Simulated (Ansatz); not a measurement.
Geometry optimisation, RKS B3LYP/6-31G* in Ansatz 0.2.0.

input.yaml

```yaml
crystal:
  periodic: [false, false, false]
  atoms:
    - { symbol: C, position_ang: [0.2899, -2.3831, -0.2268] }
    - { symbol: Si, position_ang: [0.8018, -0.8421, 0.7188] }
    - { symbol: B, position_ang: [0.37952, -1.02354, 2.6294] }
    - { symbol: C, position_ang: [-1.16295, -1.16735, 3.02668] }
    - { symbol: C, position_ang: [1.53306, -0.91138, 3.68019] }
    - { symbol: F, position_ang: [2.15697, 0.34178, 3.61538] }
    - { symbol: H, position_ang: [-0.8292, -2.4544, -0.1235] }
    - { symbol: H, position_ang: [0.5315, -2.191, -1.3179] }
    - { symbol: H, position_ang: [0.7567, -3.2238, 0.1962] }
    - { symbol: H, position_ang: [0.09213, 0.31645, 0.14702] }
    - { symbol: H, position_ang: [2.27043, -0.63036, 0.55791] }
    - { symbol: H, position_ang: [-1.74698, -0.35798, 2.69365] }
    - { symbol: H, position_ang: [-1.20412, -1.32554, 4.20854] }
    - { symbol: H, position_ang: [-1.47827, -2.18033, 2.62897] }
    - { symbol: H, position_ang: [1.15269, -1.04758, 4.69696] }
    - { symbol: H, position_ang: [2.30845, -1.66665, 3.50612] }
basis:
  gaussian: { orbitals: "6-31G*" }
hamiltonian:
  xc: b3lyp
relax:
  f_tol: 0.015
  max_steps: 40
```

Command:

```bash
$ ansatz run input.yaml --threads 2 --pin off --max-ram 3072MiB --backend cpu --events-out ev --progress --plain --runs-dir out
```

Question: Where does it end, and by what steps?

Answer: The forces met the threshold. The force dipped under the threshold on the way, but the program's further checks kept it going. After 22 steps the energy has fallen by 0.845 eV; H15 moved furthest, 1.52 Å.

| step | energy less start (eV) | largest force component (eV/Å) | accepted |
| --- | --- | --- | --- |
| 0 | 0.0000 | 3.135 | yes |
| 1 | -0.5241 | 0.952 | yes |
| 2 | -0.6074 | 0.667 | yes |
| 3 | -0.6608 | 0.625 | yes |
| 4 | -0.7091 | 0.776 | yes |
| 5 | -0.7735 | 0.195 | yes |
| 6 | -0.7943 | 0.169 | yes |
| 7 | -0.6859 | 1.065 | no |
| 8 | -0.8015 | 0.133 | yes |
| 9 | -0.8078 | 0.074 | yes |
| 10 | -0.8130 | 0.133 | yes |
| 11 | -0.8185 | 0.205 | yes |
| 12 | -0.8235 | 0.286 | yes |
| 13 | -0.8282 | 0.226 | yes |
| 14 | -0.8234 | 0.399 | no |
| 15 | -0.8382 | 0.073 | yes |
| 16 | -0.8410 | 0.063 | yes |
| 17 | -0.8431 | 0.076 | yes |
| 18 | -0.8445 | 0.035 | yes |
| 19 | -0.8449 | 0.033 | yes |
| 20 | -0.8451 | 0.012 | yes |
| 21 | -0.8452 | 0.019 | yes |
| 22 | -0.8452 | 0.011 | yes |

```xyz
16
Properties=species:S:1:pos:R:3
C -0.070 -1.980 -0.464
Si 1.061 -1.056 0.749
B 0.454 -1.119 2.693
C -0.847 -1.857 3.181
C 1.330 -0.378 3.764
F 2.455 0.285 3.255
H -1.083 -1.562 -0.464
H 0.315 -1.913 -1.488
H -0.149 -3.042 -0.208
H 1.168 0.371 0.319
H 2.438 -1.630 0.660
H -1.722 -1.357 2.737
H -0.997 -1.884 4.268
H -0.894 -2.886 2.799
H 0.718 0.359 4.312
H 1.674 -1.099 4.525
```

Whether the end is a true minimum wasn't checked by a vibrational analysis.

Time of the run: 75 s on 2 threads of AMD EPYC 7R43 64-Core Processor (Zen 3), on a shared host, peak memory 0.3 GiB.
